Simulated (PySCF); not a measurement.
Compound: C2H7NSSi (charge -1 and doublet state).
SMILES with atom numbers: `[CH3:1][C:2]([S-:3])[SiH2:4][NH2:5]` (hydrogens: H6, H7, H8 on C1; H9, H10 on Si4; H11, H12 on N5)

Cartesian coordinates in Å at the GFN2-xTB level; atoms count from 1:
```
atom  x, y, z in Å
C1    -1.9801   -0.2662   -0.1529
C2    -0.5470   -0.5263    0.2208
S3    -0.2557   -1.8829    1.2431
Si4    0.7525    0.7243   -0.1153
N5     2.4094    0.1533   -0.0186
H6    -2.0370    0.3803   -1.0333
H7    -2.5007   -1.2035   -0.3657
H8    -2.5295    0.2320    0.6571
H9     0.6316    1.2560   -1.4992
H10    0.8517    1.9356    0.7558
H11    2.5773   -0.6333   -0.6318
H12    2.6287   -0.1700    0.9137
```

The hyperfine couplings belong to this conformer and change with its torsions.

Method used: PySCF 2.14.0, UKS B3LYP, pcH-1 on C H N S Si, non-relativistic, mean-field spin-orbit, GIAO. Whether the extra electron is bound in the gas phase wasn't checked; a finite basis holds it in any case. The geometry wasn't refined by DFT: couplings that depend on bond lengths, twists or pyramidal angles can differ widely from those at the functional's own minimum, by a factor of two or more for some ions and for spin on atoms past the first row. The SCF solution wasn't tested for stability.

Task: What is the g tensor, term by term?

Result: 
| Δg (ppt) | 1 | 2 | 3 |
| --- | --- | --- | --- |
| relativistic mass correction | -0.16 | -0.16 | -0.16 |
| gauge correction | -0.01 | 0.03 | 0.04 |
| orbital Zeeman/spin–orbit | -0.30 | 8.69 | 16.34 |
| total | -0.47 | 8.55 | 16.21 |

So g = 2.00185, 2.01087, 2.01853 and g_iso = 2.01042; the tensor is rhombic: the two nearest values differ by 46 % of g3 − g1. Axes: g3 points within 7° of the C2–S3 bond.

Task: What are the electron Larmor frequencies g μB B/h along the three axes at 340 mT?

Result: 9.5263, 9.5692, 9.6056 GHz for g1, g2 and g3, a range of 79.4 MHz.

Task: What effective moment and Curie constant follow for a powder?

Result: With the mean of g² = 4.0418 and S(S+1) = 0.75: μ_eff = √(⟨g²⟩S(S+1)) = 1.741 μB and χT = 0.12505·⟨g²⟩·S(S+1) = 0.379 cm³ K/mol (cgs; spin-Hamiltonian part alone).

Task: At 9.391 GHz, how far is the centre of the isotropic spectrum from where a free electron (g = 2.002319) resonates?

Result: B = hν/(g μB) with μB/h = 13.99624 MHz/mT gives 335.09 mT for the free electron and 333.74 mT at g_iso, 1.35 mT lower.

Task: In a frozen sample, at which fields do the three g values resonate at 9.5, 34, 94 and 263 GHz (hyperfine left aside), and which band first spreads them over more than twice a line width of 0.5 mT?

Result: 
```json
{"band": "X", "GHz": "9.5", "B(g3) mT": "336.26", "B(g2) mT": "337.54", "B(g1) mT": "339.06", "spread mT": "2.80"}
{"band": "Q", "GHz": "34.0", "B(g3) mT": "1203.46", "B(g2) mT": "1208.04", "B(g1) mT": "1213.49", "spread mT": "10.03"}
{"band": "W", "GHz": "94.0", "B(g3) mT": "3327.21", "B(g2) mT": "3339.89", "B(g1) mT": "3354.94", "spread mT": "27.72"}
{"band": "J", "GHz": "263.0", "B(g3) mT": "9309.11", "B(g2) mT": "9344.58", "B(g1) mT": "9386.68", "spread mT": "77.57"}
```

The spread grows in proportion to the frequency. X band is the first where it exceeds 1.0 mT.

The Mulliken spin populations are largest on C2 (+0.54) and S3 (+0.37). The angles at C2 add up to 358.9°, so it is planar.

The HOMO–LUMO gaps are 4.01 eV among the α and 3.63 eV among the β orbitals.
